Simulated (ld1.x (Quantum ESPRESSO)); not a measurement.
Scattering properties, PAW potential for Ho

```json
{"Element": "Ho (Z = 67)", "Generator": "ld1.x (Quantum ESPRESSO) 7.5", "Type": "PAW", "Functional": "PBE", "Relativity": "scalar-relativistic", "Frozen core": "[Kr] 4d10 4f10", "Valence charge": "11", "Reference configuration": "5s2 5p6 5d1 6s1.5 6p0 (charge +0.5)", "Partial waves": "5s (bound): rcut 2.25, rcutus 2.40 bohr; 6s (bound): rcut 2.25, rcutus 2.40 bohr; 5p (bound): rcut 2.35, rcutus 2.90 bohr; 6p (bound, empty): rcut 2.35, rcutus 2.90 bohr; 5d (bound): rcut 3.25, rcutus 3.50 bohr; 5d channel at 0.25 Ry: rcut 3.25, rcutus 3.50 bohr", "Local potential": "all-electron potential smoothed inside 3.20 bohr (lloc = -1)", "Core correction": "Bessel-smoothed model core inside 1.15 bohr", "Augmentation charge": "PSQ, inside the norm-conserving radii"}
```

The phase is arctan(r·u′/u) with u = r·R(r), unwrapped; energies in Ry, scanned from -6 to 5 Ry. A pole is an energy at which the radial function vanishes at the test radius. The pseudo phase is shifted by a multiple of π to meet the all-electron one at the reference energy, and phase errors are pseudo minus all-electron; the curves can meet again beyond the range given. Levels narrower than the energy grid can be missing from the lists of poles.

Task: For each channel, where are the poles, and over which energies does the pseudopotential scatter like the atom?

Result:

```tsv
channel	radius (bohr)	reference energy (Ry)	poles, all-electron	poles, pseudo	unbroken range about the reference energy with phases within 0.05 rad	phase error 1 Ry above the reference energy (rad)
s	3.82	-0.51	0.28, 4.39	0.28, 4.22	below 1.9	-0.000
p	3.82	-0.26	-2.36, 1.09	-2.36, 1.07, 4.90	below 2.2	-0.003
d	3.82	-0.37	-0.15, 2.64	-0.15, 2.52	below 3.5	-0.001
```

Phases in the s channel:

```csv
E (Ry),all-electron,pseudo
-6.00,1.456,1.456
-5.74,1.453,1.453
-5.48,1.450,1.450
-5.22,1.447,1.447
-4.96,1.443,1.443
-4.70,1.438,1.438
-4.44,1.433,1.433
-4.18,1.436,1.436
-3.92,1.424,1.424
-3.66,1.417,1.417
-3.40,1.409,1.410
-3.14,1.401,1.401
-2.88,1.390,1.390
-2.62,1.377,1.377
-2.36,1.361,1.361
-2.10,1.341,1.341
-1.84,1.313,1.313
-1.58,1.272,1.272
-1.32,1.206,1.206
-1.06,1.074,1.074
-0.80,0.703,0.703
-0.54,-0.529,-0.529
-0.28,-1.252,-1.252
-0.02,-1.461,-1.461
0.24,-1.560,-1.560
0.50,-1.625,-1.625
0.76,-1.680,-1.681
1.02,-1.738,-1.739
1.28,-1.813,-1.816
1.54,-1.936,-1.942
1.80,-2.207,-2.233
2.06,-3.029,-3.127
2.32,-4.019,-4.074
2.58,-4.356,-4.381
2.84,-4.492,-4.508
3.10,-4.566,-4.578
3.36,-4.612,-4.624
3.62,-4.646,-4.657
3.88,-4.672,-4.683
4.14,-4.694,-4.706
4.40,-4.713,-4.727
4.66,-4.731,-4.748
4.92,-4.748,-4.770
```
